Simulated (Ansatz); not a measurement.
Molecule: CH₃AlCl₂O (charge 0, singlet). SMILES: C[O][Al]([Cl])[Cl]
Coordinates optimised at B3LYP-D3(BJ)/def2-TZVP (Ansatz, a program for electronic structure):
```xyz
8

C     -2.7421    -0.2858     0.2119
O     -1.4298    -0.7777     0.0337
Al     0.0989    -0.1139    -0.0228
Cl     0.3767     1.9437     0.2035
Cl     1.7351    -1.3606    -0.3224
H     -3.1894    -0.7540     1.0913
H     -3.3472    -0.5400    -0.6611
H     -2.7599     0.7996     0.3461
```

Property: atomisation energy (electronic, to ground-state atoms); the coupled-cluster value holds the core correlation from cc-pwCVTZ, in kJ/mol. Cores are frozen in the correlated levels unless marked. UHF or UKS for open shells. No spin-orbit coupling. No relativistic terms. CBS(X,Y): correlation extrapolated as X^-3; Hartree-Fock from the larger set.

Level to compare with: CCSD(T)/CBS(aug-cc-pV(T+d)Z,aug-cc-pV(Q+d)Z) plus the core term (Ansatz), 2992.9 kJ/mol. It is a level with limits of its own, and the differences hold the functionals' basis error too.

Task: Rank these functionals by how close they come to CCSD(T)/CBS(aug-cc-pV(T+d)Z,aug-cc-pV(Q+d)Z), closest first: BLYP/def2-TZVPD (Ansatz); wB97M-V/def2-TZVPD (Ansatz); CAM-B3LYP/def2-TZVPD (Ansatz).

Result: wB97M-V/def2-TZVPD (range-separated hybrid meta-GGA with VV10, 2974.6 kJ/mol, difference -18.3), CAM-B3LYP/def2-TZVPD (range-separated hybrid, 2941.9 kJ/mol, difference -51.0), BLYP/def2-TZVPD (GGA, 2889.4 kJ/mol, difference -103.5)
